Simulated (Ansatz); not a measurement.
H3InOZn, SMILES `[OH][InH][ZnH]`, relaxed with RKS PBE0-D4/def2-TZVP in Ansatz from a PBE-D4/def2-SVP geometry. The force threshold is 0.005 eV/Å; the program also tests the step.

Charge 0, multiplicity 1. In: def2 effective core potential.

Start:

```xyz
6

O    -1.184   -1.384    0.384
In   -0.326    0.475    0.419
Zn    1.733    0.410   -1.137
H    -1.981   -1.416    0.949
H    -1.221    1.567    1.474
H     2.980    0.348   -2.089
```

(1) How much energy does the relaxation release, and in how many steps? (Estimate.)

(2) Which bonds change most? (Best estimate.)

(3) Give the relaxed structure. (Estimate.)

Results:

(1) Computed: 0.03 eV, in 9 steps, 1 of them rejected.

(2) The calculation gave: O1–In2 from 2.048 to 2.007 Å; In2–H5 from 1.762 to 1.737 Å; O1–H4 from 0.977 to 0.960 Å; Zn3–H6 from 1.571 to 1.563 Å.

(3) The calculation gave: 
```xyz
6

O    -1.219   -1.367    0.409
In   -0.332    0.433    0.404
Zn    1.741    0.410   -1.144
H    -1.996   -1.404    0.972
H    -1.185    1.538    1.439
H     2.992    0.390   -2.080
```
